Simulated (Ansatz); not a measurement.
C2H8GeS can be A, `[CH3][GeH2][CH2]S`, or B, `CS[CH2][GeH3]`.

Program: Ansatz. Geometries: PBE0-D4/def2-TZVP. ΔE: electronic, gas phase. CBS: MP2 limit from def2 TZ/QZ plus the TZ coupled-cluster correction, frozen cores. Functionals use def2-TZVPP. B3LYP here is the variant with VWN-RPA as its local correlation; programs differ in this. For Ge outer-core shells are correlated without core-valence functions, which leaves a few kJ/mol of doubt a bond. Scalar relativity is left out up to krypton. One conformer a species, not always the lowest.

**Question.** Which isomer does CCSD(T)/CBS put lower? Give the gap. (Best estimate.)

**Answer.** Ansatz gave: A, by 38.1 kJ/mol.

**Question.** Give E(B) − E(A) in kJ/mol with HF/def2-TZVPP, MP2/def2-TZVPP, r2SCAN-D4, ωB97M-V, PBE0-D4, B3LYP, CCSD/def2-TZVPP. (Estimate.)

**Answer.** Computed: HF/def2-TZVPP 37.1, MP2/def2-TZVPP 42.3, r2SCAN-D4 35.9, ωB97M-V 37.3, PBE0-D4 35.0, B3LYP 35.5, CCSD/def2-TZVPP 42.1. None reverses the order clearly.

Largest T1 diagnostic: 0.011.

In def2-TZVPP, CCSD(T) changes the Hartree–Fock value by +4.2 kJ/mol (the triples alone add −0.7 kJ/mol) and MP2 by +5.2 kJ/mol.
